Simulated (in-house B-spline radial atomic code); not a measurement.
A calculation on Br5+: its settings, and results tabulated from the run. Method: scalar-relativistic (X2C) LC-wPBE, spin-polarised, spherical fractional occupations, Fermi nucleus of rms radius 4.1629 fm. Calculated with an all-electron radial atomic-structure program (B-spline basis).

Command:
```bash
python run_scf.py task.json out
```
Settings (nuclear radius in fm, mass in u):
```
Z                35
configuration    [Ar] 3d10 4s2
hamiltonian      x2c
method           lc_wpbe
spin_polarised   True
nucleus          fermi
rms_radius       4.1629
atomic_mass      78.91834
speed_of_light   137.035999084
```

Output (hartree, bohr):
```
 radial grid: 68 intervals, B-splines of order 8, outer radius 18.2456 bohr

 iter        energy (Eh)    residual
    1       -2591.904612    5.23e-01
    2       -2595.282246    5.42e-01
    3       -2599.481566    7.81e-02
    4       -2599.574228    1.24e-02
    5       -2599.575724    5.51e-03
    6       -2599.576132    2.07e-03
    7       -2599.576203    1.13e-04
    8       -2599.576204    1.50e-05
    9       -2599.576204    2.48e-07

 total energy                     -2599.57620
 kinetic                            2665.6699
 electron-nucleus                  -6200.3447
 Hartree                            1025.6320
 exact exchange                       -6.6085
 exchange-correlation                -83.9248

 orbital      occ     eigenvalue          <r>       <r^2>       <1/r>       r_max
 1s up      1.000      -491.7766    0.0423246  0.00242418     36.5036     0.02742
 1s down    1.000      -491.7766    0.0423246  0.00242418     36.5036     0.02742
 2s up      1.000       -66.4860     0.189157   0.0422574     8.04327      0.1591
 2s down    1.000       -66.4860     0.189157   0.0422574     8.04327      0.1591
 2p up      3.000       -58.9775     0.165259    0.033442     7.74468      0.1273
 2p down    3.000       -58.9775     0.165259    0.033442     7.74468      0.1273
 3s up      1.000       -11.5718     0.550309    0.348309     2.62295      0.4839
 3s down    1.000       -11.5718     0.550309    0.348309     2.62295      0.4839
 3p up      3.000        -9.1949     0.562682    0.370685     2.44917       0.481
 3p down    3.000        -9.1949     0.562682    0.370685     2.44917       0.481
 3d up      5.000        -5.2529     0.582933    0.418385     2.16796      0.4305
 3d down    5.000        -5.2529     0.582933    0.418385     2.16796      0.4305
 4s up      1.000        -3.1519      1.46444      2.4144    0.917778       1.325
 4s down    1.000        -3.1519      1.46444      2.4144    0.917778       1.325
```

Cost of the run: 1.1 s on 1 thread of Arm Neoverse V2 (shared host).

One-electron X2C: radii and densities carry no picture-change correction, so inner-shell <1/r> comes out high (for 1s by about 2 % at Z = 33, 5 % at 54, 10 % at 75, 30 % at 118) and <r> low.
